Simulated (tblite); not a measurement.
H5Si2 (SMILES [SiH2][SiH3]), doublet, geometry from GFN2-xTB; GFN1-xTB (tblite).

The tblite input:
```
$ tblite run mol.xyz --method gfn1 --charge 0 --spin 1 --grad --json tblite.json --no-restart

# file mol.xyz
7

Si    -0.00694582     0.01102555     1.17502224
Si     0.00576956     0.03676145    -1.09538941
H     -1.16877904    -0.49195748     1.91168064
H      1.16087215    -0.45701581     1.92512387
H      0.02916079    -1.24194353    -1.82537250
H     -1.19026257     0.74313294    -1.57000039
H      1.18547634     0.77876587    -1.55629122
```

Task: What does tblite print? Leave out banner, timings and long lists.

Result: 
```
xTB calculator
 | screened Coulomb repulsion
 | Coulomb electrostatics
 |  * isotropic Klopman-Ohno-Mataga-Nishimoto electrostatics
 |  * onsite third-order electrostatics
 | DFT-D3(BJ) dispersion correction

halogen bonding energy    0.0000000000000E+00 Eh
repulsion energy          5.7059006267843E-02 Eh
dispersion energy        -1.8574745959735E-03 Eh
number of electrons       1.3000000000000E+01 e
integral cutoff           2.8146159136829E+01 bohr

------------------------------------------------------------
  cycle        total energy    energy error   density error
------------------------------------------------------------
      1     -6.303604395178  -6.3588059E+00   2.9248009E-01
      2     -6.313768959286  -1.0164564E-02   1.6350603E-01
      3     -6.314446084489  -6.7712520E-04   2.9599034E-02
      4     -6.314784526876  -3.3844239E-04   4.2690626E-03
      5     -6.314804824622  -2.0297746E-05   1.4682871E-03
      6     -6.314804958991  -1.3436893E-07   6.3356317E-04
      7     -6.314805282191  -3.2319995E-07   9.5281860E-05
      8     -6.314805287261  -5.0699871E-09   9.5238525E-06
------------------------------------------------------------

electronic energy        -6.3700068189325E+00 Eh
total energy             -6.3148052872607E+00 Eh

Post processing:
 | Mayer-Wiberg bond orders

[Info] Tight-binding results written to 'tblite.txt'
[Info] JSON dump of results written to 'tblite.json'
```
